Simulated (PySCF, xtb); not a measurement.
Ge(F)2(SH)2 (F2GeH2S2), SMILES [F][Ge]([F])([SH])[SH].

GFN2-xTB (xtb 6.7.1) at its own geometry gives an orbital gap of 3.21 eV and a dipole moment of 3.01 D.

Geometry: ωB97X-D3(BJ)/def2-SVP. This is a generated structure with no PubChem entry under its InChIKey; it may be hypothetical. One conformer was computed; it need not be the lowest.

Problem. What does PBE0/def2-TZVP in PySCF give? (An estimate is asked for; the answer gives what the named calculation found.)

Solution. gap 7.05 eV (levels -8.35 and -1.30 eV), dipole 3.10 D.
